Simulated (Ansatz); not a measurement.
Gas-phase electronic energies from Ansatz, PBE0-D4/def2-TZVP geometries. CBS: MP2 limit from def2 TZ/QZ plus the TZ coupled-cluster correction, frozen cores. Functionals use def2-TZVPP. B3LYP here is the variant with VWN-RPA as its local correlation; programs differ in this. Each species was taken in one conformer, which may not be the lowest.

Consider the substitution at a C–C bond: `C#CCBCC` + `CC(O)F` → `C#COC(C)F` + `CBCC`.

| level | ΔE (kJ/mol) | difference from CCSD(T)/CBS |
| --- | --- | --- |
| PBE-D4 | 76.1 | -11.6 |
| r2SCAN-D4 | 77.5 | -10.2 |
| PBE0-D4 | 78.6 | -9.1 |
| ωB97X-V | 76.9 | -10.8 |
| B2PLYP | 78.9 | -8.8 |
| PBE0 | 76.8 | -10.9 |
| B3LYP | 72.6 | -15.1 |
| HF/def2-TZVPP | 73.6 | -14.1 |
| SCS-MP2/def2-TZVPP | 87.0 | -0.7 |
| CCSD/def2-TZVPP | 83.9 | -3.8 |
| CCSD(T)/def2-TZVPP | 84.5 | -3.2 |
| HF/def2-QZVPP | 73.7 | -14.0 |
| MP2/def2-QZVPP | 92.9 | 5.2 |
| SCS-MP2/def2-QZVPP | 88.8 | 1.1 |
| HF/CBS(def2) | 73.7 | -14.0 |
| CCSD/CBS(def2) | 87.0 | -0.7 |
| CCSD(T)/CBS | 87.7 | 0 |

Largest T1 diagnostic among the species: 0.012.

In def2-TZVPP, CCSD(T) changes the Hartree–Fock value by +10.9 kJ/mol (the triples alone add +0.6 kJ/mol) and MP2 by +17.5 kJ/mol. The D4 term adds +3.2 kJ/mol with B3LYP and +1.8 kJ/mol with PBE0; it sums over pairs of atoms, weighted by their polarisabilities, and B3LYP, whose exchange is more repulsive, gets the larger term.
